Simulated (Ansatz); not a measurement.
Mg3Se4⁻. Total charge -1; doublet. Geometry PBE-D4/def2-SVPD.

Cartesian coordinates in Å:
```
Mg 1.318 -1.069 0.005
Mg -0.938 0.521 1.314
Mg -0.518 0.730 -1.779
Se 1.347 -0.687 -2.487
Se -2.223 1.833 -0.414
Se -0.546 -2.006 1.495
Se 1.560 0.678 1.865
```

Another isomer (doublet) lies 0.14 eV lower at LDA (SPW92)/def2-SVP; other spin states weren't run for this one.

Question: Estimate the α-spin orbital energies around the gap (eV) in Ansatz with LDA (SPW92)/def2-SVP, PBE-D4/def2-SVP, r2SCAN-D4/def2-SVP, PBE0-D4/def2-SVP.

Answer: 
```json
{"orbital": "HOMO−5", "LDA (SPW92)/def2-SVP": "-2.49", "PBE-D4/def2-SVP": "-2.35", "r2SCAN-D4/def2-SVP": "-2.68", "PBE0-D4/def2-SVP": "-3.47"}
{"orbital": "HOMO−4", "LDA (SPW92)/def2-SVP": "-2.40", "PBE-D4/def2-SVP": "-2.26", "r2SCAN-D4/def2-SVP": "-2.57", "PBE0-D4/def2-SVP": "-3.41"}
{"orbital": "HOMO−3", "LDA (SPW92)/def2-SVP": "-2.24", "PBE-D4/def2-SVP": "-2.12", "r2SCAN-D4/def2-SVP": "-2.45", "PBE0-D4/def2-SVP": "-3.23"}
{"orbital": "HOMO−2", "LDA (SPW92)/def2-SVP": "-1.76", "PBE-D4/def2-SVP": "-1.63", "r2SCAN-D4/def2-SVP": "-1.94", "PBE0-D4/def2-SVP": "-2.73"}
{"orbital": "HOMO−1", "LDA (SPW92)/def2-SVP": "-1.67", "PBE-D4/def2-SVP": "-1.54", "r2SCAN-D4/def2-SVP": "-1.84", "PBE0-D4/def2-SVP": "-2.62"}
{"orbital": "HOMO", "LDA (SPW92)/def2-SVP": "-1.38", "PBE-D4/def2-SVP": "-1.31", "r2SCAN-D4/def2-SVP": "-1.69", "PBE0-D4/def2-SVP": "-2.49"}
{"orbital": "LUMO", "LDA (SPW92)/def2-SVP": "0.69", "PBE-D4/def2-SVP": "0.90", "r2SCAN-D4/def2-SVP": "1.19", "PBE0-D4/def2-SVP": "1.48"}
{"orbital": "LUMO+1", "LDA (SPW92)/def2-SVP": "1.59", "PBE-D4/def2-SVP": "1.79", "r2SCAN-D4/def2-SVP": "2.05", "PBE0-D4/def2-SVP": "2.42"}
{"orbital": "LUMO+2", "LDA (SPW92)/def2-SVP": "1.93", "PBE-D4/def2-SVP": "2.12", "r2SCAN-D4/def2-SVP": "2.37", "PBE0-D4/def2-SVP": "2.73"}
{"orbital": "LUMO+3", "LDA (SPW92)/def2-SVP": "1.94", "PBE-D4/def2-SVP": "2.13", "r2SCAN-D4/def2-SVP": "2.46", "PBE0-D4/def2-SVP": "2.75"}
{"orbital": "LUMO+4", "LDA (SPW92)/def2-SVP": "2.69", "PBE-D4/def2-SVP": "2.90", "r2SCAN-D4/def2-SVP": "3.19", "PBE0-D4/def2-SVP": "3.49"}
{"orbital": "LUMO+5", "LDA (SPW92)/def2-SVP": "3.47", "PBE-D4/def2-SVP": "3.68", "r2SCAN-D4/def2-SVP": "4.06", "PBE0-D4/def2-SVP": "4.30"}
{"orbital": "β HOMO", "LDA (SPW92)/def2-SVP": "-1.65", "PBE-D4/def2-SVP": "-1.52", "r2SCAN-D4/def2-SVP": "-1.81", "PBE0-D4/def2-SVP": "-2.58"}
{"orbital": "β LUMO", "LDA (SPW92)/def2-SVP": "-0.80", "PBE-D4/def2-SVP": "-0.54", "r2SCAN-D4/def2-SVP": "-0.51", "PBE0-D4/def2-SVP": "0.12"}
```
